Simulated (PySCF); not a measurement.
# Reading the logs of faulty runs: AlClGeH3O cation

These are calculations, not measurements. They come from PySCF 2.14.0, an open-source quantum chemistry program, on an isolated molecule that a program drew, which may never have been made. The molecule is AlClGeH3O cation (charge +1, singlet), drawn as the SMILES string `[OH][Al]([Cl])[GeH2+]`.

Each row is a Hartree-Fock (HF) and frozen-core CCSD(T) single point in the cc-pV(D+d)Z basis, meant for a local HF minimum. Run 1 is clean. Each other run has one planted mistake out of seven kinds, and not every kind appears here: one electron removed, one electron added, multiplicity raised by two, geometry at a saddle point, minimal basis STO-3G, one bond length entered in bohr, all coordinates scaled. The reference is restricted for singlets and unrestricted otherwise, and also for a bond in bohr. Adding or removing an electron swaps singlet and doublet. Electrons count all cores. HOMO and LUMO are orbital energies over both spins, the gradient is its largest component, and the lowest frequency (negative if imaginary) is given only where the gradient is small. Bond lengths are over the 6 bonds as drawn. T1 is the CCSD diagnostic: over 0.02 (restricted) or 0.045 (unrestricted) a single reference is doubtful. Germanium has the cc-pVDZ-PP basis, with a core potential (ECP10MDF) in place of its 10 inner electrons, and its 3s, 3p and 3d shells are frozen in CCSD(T).

Geometry of the clean run:
```xyz
7
AlClGeH3O cation, angstrom
O     0.1725    1.5848   -1.4709
Al    1.2617    1.7189   -0.2487
Cl    2.6583    0.5663    0.7136
Ge    0.9884    4.1136    0.5547
H    -0.1495    0.9572   -2.0999
H     1.7343    5.3162   -0.0091
H     0.0121    4.5700    1.6313
```

```
run,electrons,basis functions,<S^2>,HOMO (eV),LUMO (eV),gradient (hartree/bohr),lowest frequency (cm^-1),mean bond (Å),longest bond (Å),T1,HF (hartree),CCSD(T) (hartree),mistake
1,72,98,0.000,-16.55,-5.65,2.2e-05,69,1.7043,2.541,0.0140,-1071.28226,-1071.78453,no fault
2,72,98,2.008,-13.80,-8.24,6.1e-02,-,1.7043,2.541,0.0191,-1071.17592,-1071.67510,multiplicity raised by two
3,72,98,1.036,-13.10,-5.65,1.3e-02,-,1.9478,3.104,0.0272,-1071.14562,-1071.60931,one bond length entered in bohr
4,73,98,0.768,-7.15,1.75,5.0e-02,-,1.7043,2.541,0.0137,-1071.51636,-1072.03218,one electron added
5,71,98,0.765,-21.75,-13.91,5.8e-02,-,1.7043,2.541,0.0583,-1070.71794,-1071.20113,?
```

**Which mistake was planted in run 5, and what did it cost?**

It counts 71 electrons, one fewer than the clean run, at the same geometry and basis. So the mistake is: one electron removed. Subtracting run 1 and multiplying by 627.51 kcal/mol a hartree, the energy moved by 354.1 kcal/mol in HF and 366.1 kcal/mol in CCSD(T).

Cautions from the logs. Run 5: T1 is over the limit, so its CCSD(T) energy is less reliable.
